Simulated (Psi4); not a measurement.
BiI₃ (SMILES [I][Bi]([I])[I]), singlet, at a GFN2-xTB geometry (such geometries of metal compounds can be far from the true shape) (core potentials on Bi, I). Base run: CAM-B3LYP/def2-SVP in Psi4 1.11.

Input for Psi4:
```
memory 2 GB

molecule {
0 1
Bi   -0.00303733   -0.01332568    0.92117636
I     0.41268267   -2.36086336   -0.51376290
I     1.84681524    1.54675341   -0.45250688
I    -2.25474133    0.83497847   -0.47632715
}

set {
  basis def2-svp
}

energy('cam-b3lyp')
print_variables()
```

Variants of this job, named by their change:

| change | ΔE vs base (µEh) | SCF cycles | grid points | basis functions | outcome |
|---|---|---|---|---|---|
| base | 0.0 | 9 | 80802 | 104 | converged |
| dft_radial_points = 35 | 628 | 9 | 37989 | 104 | converged |
| damping_percentage = 20 | 0.3 | 17 | 80802 | 104 | converged |
| guess = huckel | 0.0 | 9 | 80802 | 104 | converged |
| scf_type = out_of_core | -4.4 | 9 | 80802 | 104 | converged |
| scf_initial_accelerator = none | 0.0 | 9 | 80802 | 104 | converged |
| e_convergence = 1e-10 | 0.0 | 12 | 80802 | 104 | converged |
| cholesky_tolerance = 1e-3 (with scf_type cd) | - | - | - | - | input refused |
| dft_spherical_points = 590 | 62.4 | 9 | 155972 | 104 | converged |
| dft_nuclear_scheme = stratmann | 74.6 | 9 | 75149 | 104 | converged |
| diis_max_vecs = 15 | 0.0 | 9 | 80802 | 104 | converged |
| dft_nuclear_scheme = becke | -25.7 | 9 | 80769 | 104 | converged |
| level_shift = 0.3 | 0.0 | 9 | 80802 | 104 | converged |

- cholesky_tolerance = 1e-3 (with scf_type cd): ended with `psi4.driver.p4util.exceptions.ValidationError: SCF: SCF_TYPE (CD) not supported for range-separated functionals, plese use SCF_TYPE = 'DF' to automatically select the correct JK build.`
